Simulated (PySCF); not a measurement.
All values below come from B3LYP-D3(BJ)/def2-TZVP in PySCF. All species are isolated molecules in the gas phase. B3LYP has the VWN-RPA correlation part, as in Gaussian. 

Reference species (SMILES): `[AlH2][SiH3]` (neutral, multiplicity 1).

```json
{
 "HOMO": "-7.42 eV",
 "LUMO": "-2.30 eV",
 "HOMO–LUMO gap": "5.12 eV"
}
```

Changed species: `[AlH3]` (0 of 3 H replaced by SiH3; the reference has 1 of 3 H replaced by SiH3).

Q: Give the shifts of the HOMO, LUMO and HOMO–LUMO gap.

A: the HOMO drops by 0.98 eV, to -8.40 eV; the LUMO goes up by 0.33 eV, to -1.97 eV; the HOMO–LUMO gap rises by 1.31 eV, to 6.43 eV.
